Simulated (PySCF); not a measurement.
Si(F)4(OH2)2 (F4H4O2Si), SMILES O->[Si](<-O)(F)(F)(F)F (connectivity only; charge and spin as stated), neutral, multiplicity 1. Atoms are numbered in the order given.

```xyz
11

Si     0.0000     0.0000    -0.2347
F     -0.0586     1.6240     0.0848
F      0.0586    -1.6240     0.0848
F     -1.2691    -0.0506    -1.2615
F      1.2691     0.0506    -1.2615
O     -1.3510    -0.0345     1.2542
H     -2.0132    -0.6899     0.9917
H     -1.7750     0.8354     1.2082
O      1.3510     0.0345     1.2542
H      2.0132     0.6899     0.9917
H      1.7750    -0.8354     1.2082
```
Charge 0, spin multiplicity 1.

Coordinates come from a PBE0-D3(BJ)/def2-SVP optimisation. The values are those of a single conformer.

Computed with PBE0/pcSseg-1 run with PySCF.

GIAO shieldings, no solvent; atoms listed in one row are averaged. δ = σ(ref) − σ: ²⁹Si against TMS (σ = 352.7 ppm); ¹⁹F against CFCl3 (σ = 167.2 ppm); ¹⁷O against H2O (σ = 334.2 ppm); ¹H against TMS (σ = 31.56 ppm), references at their B3LYP-D3(BJ)/def2-TZVP geometries, non-relativistic.

```tsv
nucleus	atoms	count	δ (ppm)
²⁹Si	Si1	1	-156.1
¹⁹F	F2, F3	2	-151.4
¹⁹F	F5, F4	2	-162.2
¹⁷O	O6, O9	2	76.4
¹H	H8, H11	2	3.70
¹H	H10, H7	2	3.56
```
